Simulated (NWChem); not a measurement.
All runs are NWChem calculations. System: H₂Te, charge 1, spin multiplicity 2, at the geometry of a parent with another charge or spin, in a state set for the comparison that need not be this species' ground state. Its SCF solution wasn't tested for a lower state. Level: UPBE0/def2-TZVP with def2 effective core potentials on Te.

NWChem printed:

```
             Northwest Computational Chemistry Package (NWChem) 7.3.0
             --------------------------------------------------------

                                NWChem Input Module
                                -------------------

 Scaling coordinates for geometry "geometry" by  1.889725989
 (inverse scale =  0.529177249)

 Turning off AUTOSYM since
 SYMMETRY directive was detected!

                             Geometry "geometry" -> ""
                             -------------------------

 Output coordinates in angstroms (scale by  1.889725989 to convert to a.u.)

  No.       Tag          Charge          X              Y              Z
 ---- ---------------- ---------- -------------- -------------- --------------
    1 Te                  52.0000     0.00000000     0.00000000    -0.04346200
    2 H                    1.0000    -1.17884100     0.00000000     1.13001800
    3 H                    1.0000     1.17884100     0.00000000     1.13001800

 Effective nuclear repulsion energy (a.u.)      33.3110211883

            Nuclear Dipole moment (a.u.)
            ----------------------------
        X                 Y               Z
 ---------------- ---------------- ----------------
     0.0000000000     0.0000000000     0.0000226767

      Symmetry information
      --------------------

 Group name             C2v
 Group number             16
 Group order               4
 No. of unique centers     2

      Symmetry unique atoms

     1    2


 Summary of "ao basis" -> "" (spherical)
 ------------------------------------------------------------------------------
       Tag                 Description            Shells   Functions and Types
 ---------------- ------------------------------  ------  ---------------------
 *                         def2-tzvp                  on all atoms

                                 NWChem DFT Module
                                 -----------------

 Summary of "ao basis" -> "ao basis" (spherical)
 ------------------------------------------------------------------------------
       Tag                 Description            Shells   Functions and Types
 ---------------- ------------------------------  ------  ---------------------
 Te                        def2-tzvp                16       50   6s5p3d2f
 H                         def2-tzvp                 4        6   3s1p

 Summary of "ao basis" -> "ao basis" (spherical)
 ------------------------------------------------------------------------------
[...]
    17      0.581547  1 Te py                11     -0.451503  1 Te py
    14      0.381925  1 Te py                20      0.220070  1 Te py
     8     -0.072444  1 Te py                33      0.028905  1 Te d -1

 Vector   14  Occ=0.000000D+00  E=-2.664602D-01  Symmetry=b1
              MO Center=  1.1D-14, -9.2D-16,  1.2D-01, r^2= 3.3D+00
   Bfn.  Coefficient  Atom+Function         Bfn.  Coefficient  Atom+Function
  ----- ------------  ---------------      ----- ------------  ---------------
    16      0.551101  1 Te px                53      0.513232  2 H  s
    59     -0.513232  3 H  s                 19      0.470760  1 Te px
    10     -0.306701  1 Te px                13      0.256492  1 Te px
    52      0.245085  2 H  s                 58     -0.245085  3 H  s
    35      0.168810  1 Te d  1              25     -0.159131  1 Te d  1

 Vector   15  Occ=0.000000D+00  E=-2.198438D-01  Symmetry=a1
              MO Center= -1.6D-14, -1.8D-16,  4.6D-01, r^2= 4.0D+00
   Bfn.  Coefficient  Atom+Function         Bfn.  Coefficient  Atom+Function
  ----- ------------  ---------------      ----- ------------  ---------------
    53     -0.794594  2 H  s                 59     -0.794594  3 H  s
     6      0.775867  1 Te s                 21      0.560769  1 Te pz
    18      0.524046  1 Te pz                 5      0.438013  1 Te s
     2      0.294567  1 Te s                  3     -0.257744  1 Te s
    12     -0.252490  1 Te pz                52     -0.212577  2 H  s

   alpha - beta orbital overlaps
   -----------------------------

   alpha      1      2      3      4      5      6      7      8      9     10
    beta      1      3      2      4      5      7      8      6      9     10
 overlap   1.000  1.000  1.000  1.000  0.916  1.000  1.000  1.000  0.916  0.998

   alpha     11     12     13     14     15     16     17     18     19     20
    beta     11     12     13     14     15     16     20     16     19     17
 overlap   0.999  0.999  0.998  0.999  0.996  0.759  1.000  0.630  0.941  1.000

   alpha     21     22     23     24     25     26     27     28     29     30
    beta     22     21     23     24     25     26     27     30     28     29
 overlap   0.940  0.713  1.000  0.994  0.999  1.000  1.000  0.999  0.994  0.991

   alpha     31     32     33     34     35     36     37     38     39     40
    beta     31     32     33     34     35     36     40     39     41     37
 overlap   0.999  0.991  0.995  1.000  0.999  0.999  0.972  1.000  1.000  0.972

   alpha     41     42     43     44     45     46     47     48     49     50
    beta     38     42     43     44     45     46     47     48     49     50
 overlap   1.000  1.000  1.000  1.000  1.000  1.000  1.000  1.000  1.000  1.000

   alpha     51     52     53     54     55     56     57     58     59     60
    beta     51     52     53     54     55     56     57     58     59     60
 overlap   1.000  1.000  1.000  1.000  1.000  1.000  1.000  1.000  1.000  1.000

   alpha     61     62
    beta     61     62
 overlap   1.000  1.000

     --------------------------
     Expectation value of S2:
     --------------------------
      <S2> =      0.7548 (Exact =     0.7500)

 center of mass
 --------------
 x =   0.00000000 y =   0.00000000 z =  -0.04824910

 moments of inertia (a.u.)
 ------------------
           9.760618768210           0.000000000000           0.000000000000
           0.000000000000          19.763457308990           0.000000000000
           0.000000000000           0.000000000000          10.002838540780

     Multipole analysis of the density
     ---------------------------------

     L   x y z        total         alpha         beta         nuclear
     -   - - -        -----         -----         ----         -------
     0   0 0 0      1.000000    -13.000000    -12.000000     26.000000

     1   1 0 0     -0.000000      0.000000     -0.000000      0.000000
     1   0 1 0     -0.000000     -0.000000     -0.000000      0.000000
     1   0 0 1      0.345901     -0.946357     -1.007441      2.299698

     2   2 0 0    -15.504036    -13.292782    -12.136429      9.925174
     2   1 1 0      0.000000      0.000000     -0.000000      0.000000
     2   1 0 1      0.000000      0.000000      0.000000      0.000000
     2   0 2 0    -17.090570    -10.803199     -6.287371      0.000000
     2   0 1 1      0.000000      0.000000      0.000000      0.000000
     2   0 0 2    -16.285487    -13.331295    -12.236160      9.281968

 Task  times  cpu:        1.5s     wall:        1.5s

 Total times  cpu:        1.5s     wall:        1.5s
```

**Question.** Write an NWChem input that would produce this output.

**Answer.** This is not unique; one that fits is 
```
start mol
memory heap 200 mb stack 800 mb global 1000 mb
charge 1
geometry units angstroms nocenter noautoz
  Te     0.000000     0.000000    -0.043462
  H     -1.178841     0.000000     1.130018
  H      1.178841     0.000000     1.130018
  symmetry group C2v
end
basis spherical
  * library def2-tzvp
end
ecp
  Te library def2-ecp
end
dft
  xc pbe0
  odft
  mult 2
  semidirect memsize 60000000 filesize 0
  iterations 100
end
task dft energy
```
